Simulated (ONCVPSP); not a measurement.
# Ru: excitation energies, all-electron against ONCV

```
Element                 : Ru
Generator               : ONCVPSP 4.0.1
Type                    : optimised norm-conserving Vanderbilt (ONCV)
Functional              : LDA (Perdew-Wang 92)
Relativity              : scalar-relativistic
Frozen core             : [Ar] 3d10
Valence charge          : 16
Reference configuration : 4s2 4p6 4d7 5s1
Partial waves           : 4s+5s: rc 1.75 bohr, ncon 3, nbas 7, qcut 7.1 1/bohr, 2 projectors; 4p: rc 1.20 bohr, ncon 4, nbas 8, qcut 6.7 1/bohr, 3 projectors, debl 3.2 Ha; 4d: rc 2.35 bohr, ncon 4, nbas 9, qcut 5.6 1/bohr, 1 projector
Local potential         : polynomial inside 0.90 bohr (lpopt 5, dvloc0 2 Ha)
Core correction         : Teter function, fcfact 3, rcfact 1.35
```

Energies are relative to the spin-unpolarised reference configuration 4s2 4p6 4d7 5s1; without spin polarisation the order of configurations can differ from experiment.

```csv
valence configuration,charge,ΔE all-electron (eV),error AE − PS (meV)
4s2 4p6 4d7 5s0,+1,7.606,+0.8
4s2 4p6 4d6 5s0,+2,26.043,-11
4s2 4p6 4d5 5s0,+3,56.894,+47
4s2 4p6 4d7.5 5s0.5,0,-0.284,+1.7
```

Levels in the configuration 4s2 4p6 4d6 5s0:

```json
{"level": "4s", "all-electron (eV)": "-96.606", "pseudo (eV)": "-96.688"}
{"level": "4p", "all-electron (eV)": "-66.559", "pseudo (eV)": "-66.619"}
{"level": "4d", "all-electron (eV)": "-24.378", "pseudo (eV)": "-24.373"}
```

Note: no bound ghost flagged; GHOST(+) flagged for s at 71.3 eV, d at 475.7 eV.
